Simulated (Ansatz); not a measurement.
Ansatz (a first-principles code) input (PBE-QIDH/def2-TZVPD):

Ansatz 0.2 input:
```yaml
crystal:
  periodic: [false, false, false]
  atoms:
    - {symbol: C, position_ang: [2.69632648, 0.26520326, -0.05900142]}
    - {symbol: C, position_ang: [1.36091892, 0.01069484, -0.07398109]}
    - {symbol: O, position_ang: [0.73475703, -1.07212980, -0.42678999]}
    - {symbol: O, position_ang: [0.44736945, 0.96162751, 0.31953620]}
    - {symbol: Ge, position_ang: [-1.09693347, -0.03594937, 0.04982245]}
    - {symbol: H, position_ang: [3.39216728, -0.49866397, -0.37293410]}
    - {symbol: H, position_ang: [3.06621787, 1.22645770, 0.26483121]}
    - {symbol: H, position_ang: [-1.48024808, -1.17765674, 1.03339185]}
    - {symbol: H, position_ang: [-1.61878799, -0.30813672, -1.38941919]}
    - {symbol: H, position_ang: [-2.05796226, 1.13700923, 0.52573732]}
basis:
  gaussian:
    orbitals: def2-TZVPD
hamiltonian:
  xc: {name: PBE-QIDH}
total_charge: -1
magnetization: {spin_polarized: false}
correlation: {electrons: outside_noble_gas}
```

Output:

```
Functional definition: PBE-QIDH
integrals: 0.57 GiB planned
1692 factors; integrals over basis functions are off by at most 1.1e-3 eV
0.41 GiB of the device are held for the grids
2.01 GiB of device memory are held for the factors and their scratch space
mean field: 1.80 GiB planned
mean field evaluation 1: about -62733.2650 eV, gradient 3.9e1 eV
mean field evaluation 2: about -62733.3782 eV, gradient 3.9e1 eV
mean field evaluation 4: about -62736.5223 eV, gradient 3.0e0 eV
mean field evaluation 8: about -62736.5473 eV, gradient 4.8e-1 eV
mean field evaluation 16: about -62736.5477 eV, gradient 3.1e-4 eV
mean field -62736.54770449 eV, -2305.5256037807 hartree, gradient 4.0e-6 eV, S^2 0.000000; 0 other end points of the search recorded, 0 dependent functions left out
18 core orbitals not correlated
reference -62736.54772177 eV, -2305.5256044157 hartree; 15, 15 occupied and 220, 220 virtual orbitals, 1692 factors
second order -28.71893188 eV of doubles, -0.00000000 eV of singles
Total energy: -62746.12069907 eV, -2305.8774048425 hartree
```

It need not be the lowest isomer of its formula. Whether it binds its extra electron was not tested at this geometry.
